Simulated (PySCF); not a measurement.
Question: Give a PBE0-D3(BJ)/def2-SVP geometry of `P[SiH2]O[SiH2]Br`.

Answer: 
Z-matrix in Å and degrees, rows numbered from 1:
```
P 
Si  1  2.2530
O   2  1.6705  1  106.49
Si  3  1.6439  2  143.11  1   177.24
Br  4  2.2283  3  109.40  2    28.30
H   1  1.4291  2   93.79  3    82.98
H   1  1.4312  2   91.67  3   176.62
H   2  1.4938  1  108.13  3   118.24
H   2  1.4920  1  113.70  3  -119.99
H   4  1.4859  3  110.67  2   -89.65
H   4  1.4834  3  109.26  2   146.39
```

Si2 (oxygen-bound silicon) is distorted tetrahedral (angles from 106.5° to 113.7°). Si4 (oxygen-bound silicon) is tetrahedral (angles from 107.2° to 112.1°). P1 (three-coordinate phosphorus) is pyramidal (angles 93.8°, 93.5° and 91.7°, sum 279.0°, 0.87 Å off the plane of its three neighbours). The 2 O–Si bonds span 1.644 Å (O3–Si4, drawn single) to 1.670 Å (Si2–O3, drawn single), a spread of 0.026 Å.

Theory: PySCF 2.14.0, PBE0-D3(BJ)/def2-SVP geometry optimisation, gas phase.

Point group: C1 (no symmetry element, even within 0.4 Å). No frequency check. One conformer, not necessarily the lowest (H–P1–Si2–O3 83° and 177°, P1–Si2–O3–Si4 177°, Si2–O3–Si4–Br5 28°).
